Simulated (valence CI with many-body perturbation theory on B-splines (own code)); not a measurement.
**Eu XL: magnetic and hyperfine properties of the levels**

Calculated by configuration interaction combined with many-body perturbation theory (CI+MBPT): six valence electrons over a frozen Dirac-Fock core [Ar], radial functions for each j: 7 s, 7 p, 8 d, 6 f, 4 g, 1 h, with the one-electron correlation potential Σ1, the two-electron term Σ2, the three-electron term Σ3, Breit, model QED; selected CI, second order for the rest, scaled by the run's own slope (own B-spline code, finite nucleus).

No measured spectrum was set against this ion. As an estimate, large intervals hold to a few tenths of a per cent, small ones and those within an open d or f shell to about a per cent. Core correlation moves these levels by up to 8800 cm⁻¹, and in measured spectra 5 to 20 % of such shifts remained as error; rates that hang on mixing are uncertain with them. Among the levels kept, up to 970 cm⁻¹ of a level comes from second order outside the variational space, and about a tenth of that is noise between levels of different J, which matters for small intervals. Only levels of the ground parity were solved; by the run's estimate the other parity begins above the list, which can be wrong where configurations are misplaced.

A/g_I is the dipole constant over the nuclear g factor μ/I (μ in nuclear magnetons, uniformly magnetised nucleus), B/Q the quadrupole constant per barn. Both hold the static response of the core; the bare values leave it out. Large factors of s and p1/2 electrons are usually good to 5 to 10 %; those of open d and f shells near neutrality can be off by tens of per cent, and small factors of p3/2, d and f electrons come from cancelling terms and can be off by a factor of two or in sign, in half-filled shells by more. B is blank for J = 1/2, where it vanishes, and for nearly pure S terms. Energies count from the lowest level. Levels with J = 0 are left out.

Levels are named by their leading jj configuration (3d3/2^4 stands for four electrons in 3d with j = 3/2), which in mixed levels can hold well under half, so a name can repeat and another be missing. Letters in brackets count levels of one name in rising energy.

```tsv
Level	E (eV)	g	A/g_I (MHz)	A/g_I bare	B/Q (MHz/b)	B/Q bare
(3d3/2^4 3d5/2^2) J=4	0.00	1.290	19700	20300	37100	37600
(3d3/2^4 3d5/2^2) J=2	5.88	1.314	19400	20000	-18100	-18300
(3d3/2^3 3d5/2^3) J=3 [a]	25.97	1.385	12000	12800	4200	4240
(3d3/2^3 3d5/2^3) J=4 [a]	28.63	1.154	22500	22800	29600	30100
(3d3/2^3 3d5/2^3) J=1 [a]	29.66	1.348	18600	19400	-13900	-14100
(3d3/2^3 3d5/2^3) J=5	34.86	1.124	26600	26900	16300	16500
(3d3/2^3 3d5/2^3) J=6	34.90	1.110	29400	29700	-32300	-32800
(3d3/2^3 3d5/2^3) J=2 [a]	39.72	0.944	36400	36400	-27000	-27400
(3d3/2^3 3d5/2^3) J=3 [b]	40.66	1.047	32600	32800	14700	14900
(3d3/2^3 3d5/2^3) J=2 [b]	49.98	1.135	27200	27500	36000	36500
(3d3/2^3 3d5/2^3) J=4 [b]	50.67	1.036	33100	33300	-19700	-20100
(3d3/2^3 3d5/2^3) J=1 [b]	51.22	1.067	20800	21000	26900	27300
(3d3/2^3 3d5/2^3) J=3 [c]	54.01	1.067	32400	32600	-43300	-43900
(3d3/2^2 3d5/2^4) J=2 [a]	57.97	1.427	4480	5370	998	1030
(3d3/2^2 3d5/2^4) J=4 [a]	63.02	1.089	28400	28700	3690	3790
(3d3/2^2 3d5/2^4) J=5	66.18	1.094	30100	30400	-25700	-26000
(3d3/2^2 3d5/2^4) J=3 [a]	66.23	1.202	19600	20100	-19700	-19900
(3d3/2^2 3d5/2^4) J=6	69.26	1.041	32800	32900	-38000	-38600
(3d3/2^2 3d5/2^4) J=3 [b]	70.98	0.944	38100	38100	2450	2500
(3d3/2^2 3d5/2^4) J=1	74.66	1.064	33300	33500	-12200	-12400
(3d3/2^2 3d5/2^4) J=4 [b]	76.05	1.052	33600	33800	-1950	-1990
(3d3/2^2 3d5/2^4) J=2 [b]	76.56	1.049	32600	32800	-23700	-24100
(3d3/2^2 3d5/2^4) J=2 [c]	85.34	0.833	45100	44900	-6370	-6450
(3d3/2^2 3d5/2^4) J=4 [c]	88.27	1.156	24500	24900	-36000	-36500
(3d3/2 3d5/2^5) J=1	93.91	1.494	-3320	-2310	-8200	-8300
(3d3/2^2 3d5/2^4) J=2 [d]	104.05	1.017	33600	33700	46200	46800
(3d3/2 3d5/2^5) J=4	104.96	1.021	33800	33900	-21300	-21500
(3d3/2 3d5/2^5) J=2	109.40	1.222	22600	23000	-46200	-46900
(3d3/2 3d5/2^5) J=3	110.82	1.061	31100	31300	-43100	-43700
```

**Question.** Take the isotope of mass number 151, with I = 5/2, μ = 3.4635 μN and Q = 0.903 b. What is the hyperfine structure of (3d3/2^3 3d5/2^3) J=6?

**Answer.** From the table A = 40700 MHz, B = -29200 MHz. Shifts from the centre of gravity in MHz: F = 7/2: -724000, F = 9/2: -532000, F = 11/2: -301000, F = 13/2: -32600, F = 15/2: 270000, F = 17/2: 603000.
